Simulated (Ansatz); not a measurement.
`OC([SiH3])[AsH2]` + `[OH][Sc]([F])[Cl]` → `[F][Sc]([Cl])[O][SiH3]` + `OC[AsH2]`  (ligand exchange at the Si–C bond)

Computed with Ansatz on PBE0-D4/def2-TZVP structures; ΔE is electronic, products minus reactants. CCSD(T)/CBS adds triple-zeta CCSD(T) − MP2 to the extrapolated MP2 energy (def2 sets, frozen cores). DFT in def2-TZVPP. For As, Sc outer-core shells are correlated without core-valence functions, which leaves a few kJ/mol of doubt a bond. Scalar relativity is left out up to krypton. Each species was taken in one conformer, which may not be the lowest.

```
             level  ΔE (kJ/mol)
         r2SCAN-D4       -115.0
SCS-MP2/def2-TZVPP       -122.4
CCSD(T)/def2-TZVPP       -116.7
      HF/CBS(def2)       -146.6
```

Question: What does CCSD(T)/CBS give? (An estimate is asked.)

Answer: The calculation gave: -116.7 kJ/mol. The listed levels differ from it by 1.7, -5.7, 0.0, -29.9 kJ/mol.

Largest T1 diagnostic among the species: 0.016.

The D4 term adds +7.3 kJ/mol with B3LYP and +3.8 kJ/mol with PBE0; it sums over pairs of atoms, weighted by their polarisabilities, and B3LYP, whose exchange is more repulsive, gets the larger term. In def2-TZVPP, CCSD(T) changes the Hartree–Fock value by +27.1 kJ/mol (the triples alone add +3.9 kJ/mol) and MP2 by +28.0 kJ/mol.

B3LYP here is the variant with VWN-RPA as its local correlation; programs differ in this.
